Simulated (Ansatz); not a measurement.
Reaction (cleavage of the Si–In bond): `[F][In]([F])[SiH3]` + `N[SiH](O)Cl` → `N[SiH](Cl)O[SiH3]` + `[F][InH][F]`

Program: Ansatz. Geometries: PBE0-D4/def2-TZVP. ΔE: electronic, gas phase. CCSD(T)/CBS is the MP2 limit (def2-TZVPP, def2-QZVPP) plus CCSD(T) − MP2 in def2-TZVPP, frozen cores. DFT in def2-TZVPP. B3LYP here is the variant with VWN-RPA as its local correlation; programs differ in this. Elements past krypton have def2 core potentials. For In outer-core shells are correlated without core-valence functions, which leaves a few kJ/mol of doubt a bond. One conformer a species, not always the lowest.

`[F][In]([F])[SiH3]`:

Z-matrix (Å, degrees):
```
Si
In 1 2.541
H 1 1.482 2 108.7
H 1 1.483 2 107.5 3 -119.7
H 1 1.482 2 108.5 3 120.7
F 2 1.944 1 127.2 3 25.4
F 2 1.944 1 126.9 3 -155.2
```

`N[SiH](O)Cl`:

Z-matrix (Å, degrees):
```
Si
O 1 1.631
Cl 1 2.058 2 112.6
N 1 1.700 2 111.2 3 116.8
H 1 1.474 2 103.8 3 -116.0
H 2 0.960 1 116.7 3 -67.6
H 4 1.006 1 120.7 2 -147.4
H 4 1.007 1 121.4 2 60.6
```

`N[SiH](Cl)O[SiH3]`:

Cartesian coordinates in Å:
```
N 0.224 2.192 0.463
Si 0.386 0.846 -0.549
Cl -1.129 0.635 -1.948
O 0.350 -0.490 0.366
Si -0.230 -2.027 0.407
H -0.492 2.223 1.170
H 0.442 3.112 0.115
H 1.632 0.974 -1.326
H 0.427 -2.715 1.545
H -1.699 -2.013 0.613
H 0.088 -2.736 -0.858
```

`[F][InH][F]`:

```xyz
4

F    -0.827   -1.532    0.613
In    0.154    0.023    0.012
F    -1.138    1.233   -0.769
H     1.811    0.275    0.144
```

**Question.** Is it downhill or uphill in electronic energy at CCSD(T)/CBS, and by how much? (An estimate is asked.)

**Answer.** The calculation gave: Downhill: ΔE = -0.57 eV.

**Question.** What do these levels give: B97M-V, CAM-B3LYP-D4, PBE0, B3LYP, RPA@PBE/def2-TZVPP, HF/def2-SVP? (Best estimate.)

**Answer.** The calculation gave: B97M-V -0.65, CAM-B3LYP-D4 -0.65, PBE0 -0.41, B3LYP -0.51, RPA@PBE/def2-TZVPP -0.63, HF/def2-SVP -0.70 eV.

Largest T1 diagnostic among the species: 0.017.

In def2-TZVPP, CCSD(T) changes the Hartree–Fock value by +0.23 eV (the triples alone add +0.02 eV) and MP2 by +0.23 eV. Leaving LDA and LC-ωPBE aside and taking each functional with its dispersion term where it has one, the values, not all of them listed here, spread over 0.34 eV, from BHLYP-D4 to PBE-D4. LDA lies −0.06 eV from PBE without D4. At CCSD(T), def2-SVP lies +0.04 eV from the extrapolated value and def2-TZVPP −0.03 eV.
